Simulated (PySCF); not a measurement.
Atom-mapped SMILES (the numbers label the heavy atoms): `[CH:1]#[C:2][CH2:3][C:4](=[O:5])[CH:6]([CH3:7])[CH3:8]` (H(Xn): hydrogen on atom n).

Geometry: GFN2-xTB; GIAO shifts from PySCF, gas phase, non-relativistic, averaged over equivalent atoms.

At PBE0/pcSseg-1 (186 basis functions, roughly 70 core-seconds):
| atoms | δ (ppm) |
| --- | --- |
| C4 | 214.4 |
| C2 | 83.1 |
| C1 | 79.0 |
| C6 | 40.9 |
| C3 | 36.1 |
| C7/C8 | 21.8 |
| O5 | 649.2 |
| H(C6) | 3.37 |
| H(C3) | 3.29 |
| H(C1) | 1.64 |
| H(C7)/H(C8) | 1.15 |

Shifts are taken against calculated references (same method and geometry level): 13C (σref 186.93), 1H (σref 31.72) against TMS; H2O for 17O (σref 336.08).

Estimate the result of repeating the calculation with OLYP/pcSseg-1.

Answers


```json
{"atoms": "C4", "δ at OLYP/pcSseg-1": "205.2", "change": "-9.2"}
{"atoms": "C2", "δ at OLYP/pcSseg-1": "78.2", "change": "-4.9"}
{"atoms": "C1", "δ at OLYP/pcSseg-1": "70.8", "change": "-8.2"}
{"atoms": "C6", "δ at OLYP/pcSseg-1": "41.6", "change": "+0.7"}
{"atoms": "C3", "δ at OLYP/pcSseg-1": "36.3", "change": "+0.2"}
{"atoms": "C7/C8", "δ at OLYP/pcSseg-1": "22.5", "change": "+0.7"}
{"atoms": "O5", "δ at OLYP/pcSseg-1": "619.8", "change": "-29.4"}
{"atoms": "H(C6)", "δ at OLYP/pcSseg-1": "3.52", "change": "+0.15"}
{"atoms": "H(C3)", "δ at OLYP/pcSseg-1": "3.38", "change": "+0.09"}
{"atoms": "H(C1)", "δ at OLYP/pcSseg-1": "1.54", "change": "-0.10"}
{"atoms": "H(C7)/H(C8)", "δ at OLYP/pcSseg-1": "1.17", "change": "+0.02"}
```

Chemical shifts δ = σref − σ; 13C (σ = 183.31 ppm) and 1H (σ = 31.74 ppm) against TMS; 17O (σ = 336.00 ppm) against H2O, all at this level.

The largest change is at O5 (ketone oxygen). Cost: 186 basis functions, of the order of 90 core-seconds. The order of the carbon signals is the same at both levels.

Unscaled 17O shifts of doubly bonded oxygen tend to come out too high, by tens of ppm or more. Experimental scales use liquid or dissolved standards, which lie at an offset from isolated H2O (liquid H2O: subtract about 36 ppm).
